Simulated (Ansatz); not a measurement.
The cluster Sn₂O₆, relaxed as a singlet with RKS B3LYP-D4/def2-SVP in Ansatz, starting from the GFN2-xTB geometry. Force threshold 0.02 eV/Å.

In the def2 sets Sn takes a core potential; there is no spin–orbit coupling. The structure holds 4 bonds between oxygen atoms, so isomers without such links may lie far lower. Another isomer (singlet) lies 0.40 eV lower at PBE0-D4/def2-TZVP; other spin states weren't run for this one.

Start:

```xyz
8

Sn    0.934    0.720    1.336
Sn    0.385   -1.339   -1.625
O     1.027   -1.464    0.425
O    -1.807    0.332    0.358
O     2.054   -0.926   -0.461
O    -1.223    0.738    1.565
O    -0.012    0.824   -0.928
O    -1.359    1.114   -0.669
```

Question: Estimate the energy that the relaxation releases and the steps that it takes.

Answer: 0.34 eV, in 9 steps; 26 s on 4 threads of Arm Neoverse V1 on a shared host. No frequencies were taken in this run, so the end may be a saddle point.

Question: Does the start keep its bonding and symmetry?

Answer: By distances, no bond broke or formed. The bond that changes most is Sn1–O3, from 2.37 to 2.20 Å (atoms count from 1).

Question: Predict the relaxed structure.

Answer: 
```tsv
atom	x (Å)	y (Å)	z (Å)
Sn1	0.940	0.696	1.224
Sn2	0.265	-1.246	-1.534
O3	0.979	-1.391	0.518
O4	-1.774	0.236	0.308
O5	2.054	-0.927	-0.451
O6	-1.163	0.638	1.520
O7	0.050	0.856	-0.889
O8	-1.351	1.139	-0.695
```
Bond lengths (bridged metal pairs left out): 6 × O–Sn 2.12 to 2.30 Å; 4 × O–O 1.41 to 1.52 Å.
